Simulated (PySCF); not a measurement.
3-bromo-1,1-difluoropropa-1,2-diene (C3HBrF2), SMILES FC(F)=C=CBr.

The structure is a stationary point at B3LYP-D3(BJ)/def2-SVP.

These are CAM-B3LYP/def2-TZVP (PySCF) values and carry that method's errors.

Symmetry labels are those of the subgroup Cs that the program uses (full group Cs).

Computed valence orbital energies around the gap with their symmetry:
```
orbital  symmetry  energy (eV)
-------  --------  -----------
HOMO−7         A'       -14.87
HOMO−6         A"       -14.79
HOMO−5         A"       -14.29
HOMO−4         A'       -13.85
HOMO−3         A"       -11.76
HOMO−2         A'       -10.05
HOMO−1         A"        -9.34
HOMO           A'        -9.26
LUMO           A"        -0.19
LUMO+1         A'        -0.05
LUMO+2         A'         1.87
LUMO+3         A'         2.94
```
